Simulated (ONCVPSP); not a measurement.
arsenic, ONCV: configuration errors across variants

As (Z = 33), optimised norm-conserving Vanderbilt (ONCV), made with ONCVPSP 4.0.1 (PBE, scalar-relativistic). Core [Ar], reference 3d10 4s2 4p3. Waves: 4s: rc 1.60 bohr, ncon 4, nbas 7, qcut 3.7 1/bohr, 2 projectors, debl 3.4 Ha; 4p: rc 1.65 bohr, ncon 3, nbas 6, qcut 4 1/bohr, 1 projector; 3d: rc 1.00 bohr, ncon 5, nbas 10, qcut 18.7 1/bohr, local. Local part: the d channel. Core correction: polynomial model core, fcfact 0.25.

All-electron excitation energies from the reference (eV): (1) 3d10 4s2 4p2 9.149; (2) 3d10 4s2 4p1 27.068; (3) 3d10 4s2 4p0 54.771; (4) 3d10 4s1 4p4 9.417.

A true bound ghost makes a file unfit for plane-wave use even where its test errors are small: the radial tests pick states by their node count and pass the ghost by.

Errors AE − PS in meV (a dash: test not solved or not reliable):

```csv
change,(1),(2),(3),(4),bound ghosts,GHOST(+) flags above zero
base,+0.1,-0.4,-12,-1.8,"s, p",s
p: rc 1.14,-1.6,-4.0,-16,+0.4,"s, p",s
p: rc 1.34,-2.4,-6.6,-23,+0.4,"s, p",s
p: rc 1.44,-1.1,-3.5,-17,-1.1,"s, p",s
p: rc 1.64,+0.1,-0.4,-12,-1.9,"s, p",s
p: rc 1.8,+0.3,-0.9,-17,-0.5,"s, p",s
p: rc 1.92,+0.2,-2.8,-27,+1.3,"s, p",s
p: rc 2.12,-0.4,-7.9,-51,+4.4,"s, p",s
p: rc 2.36,-1.2,-16,-88,+7.8,"s, p",s
```

Task: Give the same row for: p: rc 2.26.

Result: -0.9, -13, -73, +6.5; bound ghosts: s, p; GHOST(+) flags above zero: s.
